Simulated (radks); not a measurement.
Problem. These are the eigenvalues of the occupied orbitals of an atom or ion with whole-number occupations (eV). Calculated with a radial shooting solver on a logarithmic mesh with Libxc functionals: scalar-relativistic Kohn-Sham, r2SCAN, spin-polarised, spherical densities, finite nucleus; meta-GGA in the generalised Kohn-Sham scheme; Fermi nuclear charge, rms radius of each element as measured or else 0.836 A^(1/3) + 0.57 fm.

1s up: -307.8233
5d up: -7.8043

Which element is it, and in what charge state? The configuration may be excited. Open shells, if any, are filled with parallel spins first.

Solution. Z = 5, boron, charge +3: B3+ in 1s1 5d1. The 1s level, -11.312 hartree, gives Z - s = 4.8 by -(Z - s)^2/2, which with screening and relativity narrows Z to a few neighbours, and with so few levels the electron count can be read from the list.
